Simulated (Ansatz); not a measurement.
Cartesian coordinates (Å):
```xyz
6

C     -0.4251    -0.7275    -0.0010
C     -0.1446     0.8100     0.0005
C      0.7883    -0.1545     0.0007
H     -1.3863    -1.3125    -0.0026
H     -0.8373     1.6967     0.0004
H      1.9166    -0.3603     0.0018
```
Charge +2, spin multiplicity 2.

The numbers are results of frozen-core CCSD(T)/cc-pVTZ // PBE0-D3(BJ)/def2-SVP (Ansatz, a program for electronic structure), not measurements.

```yaml
HF energy: -114.35656 Ha
MP2 correlation energy: -0.38531 Ha
```

Q: Estimate the CCSD correlation energy, the (T) correction, the total energy and the T1 diagnostic.

A: 
```json
{
 "CCSD correlation energy": "-0.41063 Ha",
 "(T) correction": "-0.02194 Ha",
 "CCSD(T) total energy": "-114.78913 Ha",
 "T1 diagnostic": "0.019"
}
```
